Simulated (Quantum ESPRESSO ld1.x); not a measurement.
Question: All-electron atom: P3+ in [Ne] 3s2. Method: Dirac Kohn-Sham, relativistic LDA (MacDonald-Vosko exchange, VWN5 correlation), spin-unpolarised, spherical densities, point nucleus; computed with ld1.x of Quantum ESPRESSO 7.5. Some entries of the table are withheld. Estimate them.

orbital  occ.  eigenvalue (eV)  r(max) (bohr)
1s1/2       2              (1)            (2)
2s1/2       2         -211.353         0.4199
2p1/2       2         -163.623            (3)
2p3/2       4         -162.701            (4)
3s1/2       2         -45.7260          1.469

Answer: 
(1) 1s1/2 eigenvalue (eV): -2112.53
(2) 1s1/2 r(max) (bohr): 0.06791
(3) 2p1/2 r(max) (bohr): 0.3517
(4) 2p3/2 r(max) (bohr): 0.3534
